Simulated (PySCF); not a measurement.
# Excitation energy of Ga⁺ by level of theory

Ga⁺ [Ar] 3d10 4s2 (1S) → Ga⁺ [Ar] 3d10 4s1 4d1 (3D), as a difference of total energies. All numbers are calculated (PySCF 2.14, scalar relativity by spin-free X2C-1e, in x2c-TZVPPall with one added diffuse shell each of s, p, d type (7s6p5d1f, 57 functions)). Correlated levels: valence: [Ar] 3d10 frozen. The calculations carry no spin-orbit coupling.

```json
{"method": "UHF", "excitation energy (eV)": "12.604"}
{"method": "MP2 (valence)", "excitation energy (eV)": "13.251"}
{"method": "SCS-MP2 (valence)", "excitation energy (eV)": "13.440"}
{"method": "CCSD (valence)", "excitation energy (eV)": "13.491"}
```

Q: How much does correlation contribute at MP2 (valence)?

A: 13.251 − (12.604) = 0.647 eV, measured against UHF.

Errors of the correlated levels include the incompleteness of this basis and the frozen core.

With two correlated electrons CCSD is exact in that space.

For comparison: 14.116 eV (measured; NIST levels, between the centres of gravity of the two terms).
